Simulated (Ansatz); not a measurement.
Consider the formal hydrolysis of the Al–Br bond: `[OH][Al]([OH])[Br]` + H₂O → `[OH][Al]([OH])[OH]` + HBr.

Gas-phase electronic energies from Ansatz, PBE0-D4/def2-TZVP geometries. CCSD(T)/CBS adds triple-zeta CCSD(T) − MP2 to the extrapolated MP2 energy (def2 sets, frozen cores). This one scheme is used for every species. DFT in def2-TZVPP. For Br outer-core shells are correlated without core-valence functions, which leaves a few kJ/mol of doubt a bond. Scalar relativity is left out up to krypton. One conformer a species, not always the lowest.

`[OH][Al]([OH])[Br]`:

Cartesian coordinates in Å:
```
O -0.204 1.622 0.233
Al 0.014 -0.019 -0.053
O -0.188 -1.082 1.232
Br 0.562 -0.774 -2.102
H -0.105 2.281 -0.451
H -0.080 -2.027 1.141
```

H₂O:

Cartesian coordinates in Å:
```
O -0.340 -0.173 -0.079
H 0.516 -0.362 -0.470
H -0.176 0.534 0.549
```

`[OH][Al]([OH])[OH]`:

Cartesian coordinates in Å:
```
O -0.837 -0.309 -1.434
Al 0.000 0.000 0.000
O 1.615 -0.470 0.153
O -0.777 0.779 1.281
H -0.432 -0.747 -2.180
H 2.121 -0.313 0.948
H -1.690 1.060 1.233
```

HBr:

Z-matrix (Å, degrees):
```
Br
H 1 1.420
```

```json
{"species": "`[OH][Al]([OH])[Br]`", "B2PLYP energy (Eh)": "-2967.91874"}
{"species": "H₂O", "B2PLYP energy (Eh)": "-76.41329"}
{"species": "`[OH][Al]([OH])[OH]`", "B2PLYP energy (Eh)": "-469.95024"}
{"species": "HBr", "B2PLYP energy (Eh)": "-2574.37376"}
```

Q: Work out ΔE.

A: ΔE = (-469.95024) + (-2574.37376) − (-2967.91874) − (-76.41329) = 0.00803 Eh = +5.0 kcal/mol. CCSD(T)/CBS gives +6.8 kcal/mol.

Largest T1 diagnostic among the species: 0.012.

Leaving LDA and LC-ωPBE aside and taking each functional with its dispersion term where it has one, the values, not all of them listed here, spread over 3.5 kcal/mol, from CAM-B3LYP-D4 to HSE06-D4. LDA lies −1.1 kcal/mol from PBE without D4. From PBE to PBE0 (25 % exact exchange), in def2-TZVPP and without D4, ΔE moves by +0.8 kcal/mol.
